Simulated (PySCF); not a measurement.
## Löwdin shares of the frontier orbitals

C₅H₁₅NOSi.
Cartesian coordinates in Å at the PBE0-D3(BJ)/def2-SVP level; atoms count from 1:
```xyz
23
C5H15NOSi angstrom
C     -3.0703    0.8538   -0.1230
C     -1.6854    0.2413   -0.1998
C     -1.5282   -0.9649    0.7118
O     -0.7455    1.2388    0.1518
Si     0.7827    1.3526   -0.5086
N      1.8656    0.0495   -0.1716
C      2.0312   -1.0864   -1.0407
C      2.4535   -0.1090    1.1346
H     -3.1461    1.7152   -0.8021
H     -3.2652    1.2089    0.9008
H     -3.8454    0.1216   -0.3949
H     -1.5061   -0.0839   -1.2467
H     -0.5161   -1.3879    0.6268
H     -2.2551   -1.7520    0.4596
H     -1.6855   -0.6651    1.7595
H      1.3243    2.5970    0.0965
H      0.6616    1.3997   -1.9982
H      1.5937   -0.8850   -2.0300
H      1.5504   -2.0030   -0.6418
H      3.1017   -1.3217   -1.1920
H      1.9773   -0.9204    1.7211
H      3.5315   -0.3460    1.0605
H      2.3579    0.8193    1.7185
```

Computed, not measured: TDDFT B3LYP/def2-SVPD, vertical, gas phase, core orbitals frozen in the response (PySCF).

Frontier orbitals with the atoms that hold most of them (Löwdin shares over 4%, at most four atoms; ? is withheld):

```json
{"orbital": "LUMO+2", "ε (eV)": "0.94", "atoms": "Si5 32%, H17 12%, H16 9%, C1 8%"}
{"orbital": "LUMO+1", "ε (eV)": "0.70", "atoms": "Si5 13%, C1 10%, H17 7%, H11 7%"}
{"orbital": "LUMO", "ε (eV)": "0.26", "atoms": "C7 12%, Si5 11%, C8 9%, C3 9%"}
{"orbital": "HOMO", "ε (eV)": "?", "atoms": "?"}
{"orbital": "HOMO-1", "ε (eV)": "-7.80", "atoms": "?"}
{"orbital": "HOMO-2", "ε (eV)": "-8.33", "atoms": "O4 42%, C2 14%, C1 9%, Si5 7%"}
{"orbital": "HOMO-3", "ε (eV)": "-9.07", "atoms": "Si5 26%, H16 18%, H17 15%, C2 9%"}
```

(1) Which atoms hold the HOMO-1, and with what shares?

(2) Which atoms hold the HOMO, and with what shares?

(3) What is the HOMO energy, and the HOMO–LUMO gap?

Results:

(1) O4 (bonded to C and Si) 53%; C2 (bonded to 2 C, O and H) 10%; C3 (bonded to C and 3 H) 10%; Si5 (bonded to N, O and 2 H) 8%. By element: oxygen 53%, carbon 20% or more, silicon 8%.

(2) N6 (bonded to 2 C and Si) 54%; C7 (bonded to N and 3 H) 9%; C8 (bonded to N and 3 H) 9%; O4 (bonded to C and Si) 6%. By element: nitrogen 54%, carbon 18% or more, oxygen 6%.

(3) ε(HOMO) = -6.28 eV; the gap is 6.54 eV (0.2403 hartree).

Q: How does S1 compare with the orbital gap of 6.54 eV?

A: S1 is at 5.64 eV (f = 0.012), 0.90 eV below the gap, made of HOMO→LUMO (94%). 

Q: One configuration dominates each of S1, S2 and S8. Which, and how do the shares of the two leading atoms of either orbital change from the occupied to the empty one?

A: 
- S1 (5.64 eV, f 0.012), HOMO→LUMO (94%): N6 54% → at most 9%, C7 9% → 12%, Si5 at most 6% → 11%
- S2 (6.22 eV, f 0.057), HOMO→LUMO+1 (86%): N6 54% → at most 7%, C7 9% → at most 7%, Si5 at most 6% → 13%, C1 at most 6% → 10%
- S8 (7.24 eV, f 0.013), HOMO-1→LUMO (87%): O4 53% → at most 9%, C2 10% → at most 9%, C7 at most 8% → 12%, Si5 8% → 11%

One conformer stands for the species.

Without π bonds the low states are Rydberg-like; a valence basis with one diffuse set may place them up to an eV too high.
